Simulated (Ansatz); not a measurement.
Consider the substitution at a C–C bond: `CCC(C)C#N` + `O[SiH](O)Br` → `CO[SiH](O)Br` + `CCCC#N`.

Program: Ansatz. Geometries: PBE0-D4/def2-TZVP. ΔE: electronic, gas phase. CBS: MP2 limit from def2 TZ/QZ plus the TZ coupled-cluster correction, frozen cores. Functionals use def2-TZVPP. B3LYP here is the variant with VWN-RPA as its local correlation; programs differ in this. For Br outer-core shells are correlated without core-valence functions, which leaves a few kJ/mol of doubt a bond. Scalar relativity is left out up to krypton. One conformer a species, not always the lowest.

```tsv
level	ΔE (kcal/mol)	difference from CCSD(T)/CBS
PBE-D4	13.2	-1.4
r2SCAN-D4	13.6	-1.0
PBE0-D4	13.6	-1.0
B3LYP-D4	12.0	-2.6
ωB97X-V	13.0	-1.6
ωB97M-V	13.7	-0.9
B2PLYP	12.8	-1.8
PBE	12.7	-1.9
r2SCAN	13.4	-1.2
PBE0	13.2	-1.4
B3LYP	11.3	-3.3
HF/def2-TZVPP	10.5	-4.1
MP2/def2-TZVPP	15.8	1.2
SCS-MP2/def2-TZVPP	14.2	-0.4
CCSD/def2-TZVPP	13.8	-0.8
CCSD(T)/def2-TZVPP	14.2	-0.4
HF/def2-QZVPP	10.4	-4.2
MP2/def2-QZVPP	16.0	1.4
SCS-MP2/def2-QZVPP	14.4	-0.2
HF/CBS(def2)	10.4	-4.2
MP2/CBS(def2)	16.2	1.6
CCSD/CBS(def2)	14.2	-0.4
CCSD(T)/CBS	14.6	0
```

Largest T1 diagnostic among the species: 0.011.

The D4 term adds +0.7 kcal/mol with B3LYP and +0.4 kcal/mol with PBE0; it sums over pairs of atoms, weighted by their polarisabilities, and B3LYP, whose exchange is more repulsive, gets the larger term. In def2-TZVPP, CCSD(T) changes the Hartree–Fock value by +3.7 kcal/mol (the triples alone add +0.4 kcal/mol) and MP2 by +5.3 kcal/mol.
